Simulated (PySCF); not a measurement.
Species: [OsF6]2- (charge -2 and triplet state).
Structure used (PBE0-D3(BJ)/def2-SVP), in Å, numbered top down from 1:
```
atom  x, y, z in Å
Os1    0.0000    0.0001    0.0002
F2    -0.0216   -0.0103    1.9806
F3     0.0204    0.0099   -1.9803
F4     1.9270    0.0051    0.0179
F5    -1.9270   -0.0049   -0.0183
F6    -0.0062    1.9806    0.0107
F7     0.0073   -1.9804   -0.0108
```

Computed, not measured: PySCF 2.14.0, PBE0-D3(BJ)/def2-SVP geometry optimisation, gas phase, def2 core potentials past Kr.

Which atoms are bound to Os1, and at what distances?

6 atoms: F4 1.927 Å, F5 1.927 Å, F7 1.981 Å, F3 1.981 Å, F6 1.981 Å, F2 1.981 Å.

List the angles at Os1.

| angle | degrees | distance of the outer atoms (Å) |
| --- | --- | --- |
| F4–Os1–F5 | 180.0 | 3.85 |
| F6–Os1–F7 | 180.0 | 3.96 |
| F2–Os1–F3 | 180.0 | 3.96 |
| F2–Os1–F4 | 90.1 | 2.77 |
| F5–Os1–F7 | 90.1 | 2.76 |
| F3–Os1–F5 | 90.0 | 2.76 |
| F4–Os1–F6 | 90.0 | 2.76 |
| F3–Os1–F6 | 90.0 | 2.80 |
| F2–Os1–F7 | 90.0 | 2.80 |
| F2–Os1–F6 | 90.0 | 2.80 |
| F5–Os1–F6 | 90.0 | 2.76 |
| F3–Os1–F7 | 90.0 | 2.80 |
| F4–Os1–F7 | 89.9 | 2.76 |
| F3–Os1–F4 | 89.9 | 2.76 |
| F2–Os1–F5 | 89.9 | 2.76 |

What is the shape at Os1?

Octahedral: the three widest angles are 180.0°, 180.0° and 180.0°, the others run from 89.9° to 90.1°. The Os–F distances aren't all alike: 1.927 to 1.981 Å.

What are the rotational constants (commonest isotopes, rigid rotor)?

A = 1742, B = 1741, C = 1695 MHz: an oblate symmetric top.

Point group: D4h (tolerance 0.08 Å). Charge -2, triplet. ⟨S²⟩ = 2.005 (exact for a triplet: 2.00). Whether so highly charged an anion holds all its electrons in the gas phase wasn't checked; a finite basis holds them in any case. No counter-ion or solvent screens the charge of this multiply charged ion. The geometry's basis has no diffuse functions, a weakness for an anion. No PBE0-D3(BJ)/def2-SVP frequencies stand behind this structure, so it isn't proved a minimum.

Neither the SCF state along the optimisation nor the shape of the open-shell metal species was proved the lowest: other solutions of the same spin, or a structure of lower symmetry, can lie below.
